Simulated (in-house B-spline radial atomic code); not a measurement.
A run on an ion of nuclear charge 60 with 60.5 electrons that did not converge. Method: scalar-relativistic (X2C) revTPSS, spin-polarised, spherical fractional occupations, Fermi nucleus of rms radius 4.9123 fm; computed with a B-spline radial code for spherical atoms.

Command:
```bash
python run_scf.py task.json out
```
Settings (nuclear radius in fm, mass in u):
```
Z                60
configuration    [Xe] 4f4.5 6s2
hamiltonian      x2c
method           revtpss,revtpss
spin_polarised   True
nucleus          fermi
rms_radius       4.9123
atomic_mass      141.90773
speed_of_light   137.035999084
```

First and last ten iterations of the last attempt (damped for 15 steps, keeping 80 % of the old Fock matrix, then DIIS):
```
 iter        energy (Eh)    residual
    1       -9613.471818    2.22e-01
    2       -9613.227867    4.63e-01
    3       -9617.654766    2.90e-01
    4       -9619.850620    1.81e-01
    5       -9620.875537    1.13e-01
    6       -9621.327428    7.29e-02
    7       -9621.518456    4.43e-02
    8       -9621.598837    3.20e-02
    9       -9621.634731    2.37e-02
   10       -9621.652703    1.81e-02
  111       -9546.703976    2.12e+00
  112       -9545.686724    2.15e+00
  113       -9549.380571    2.07e+00
  114       -9614.418559    4.22e-01
  115       -9618.681393    2.42e-01
  116       -9620.465017    1.33e-01
  117       -9621.443208    5.28e-02
  118       -9621.651152    1.44e-02
  119       -9614.374167    2.23e-01
  120       -9614.487406    2.19e-01
 not converged after 120 iterations
```

The smallest residual met was 1.4e-02; the threshold is about 6e-07. No energy from this run should be used. The likely cause: this method binds the added charge weakly or not at all at the basis-set limit, so charge moves back and forth between the atom and the box. Run time, properties included: 4.1 s on 1 thread of Intel(R) Xeon(R) Platinum 8488C (shared host).
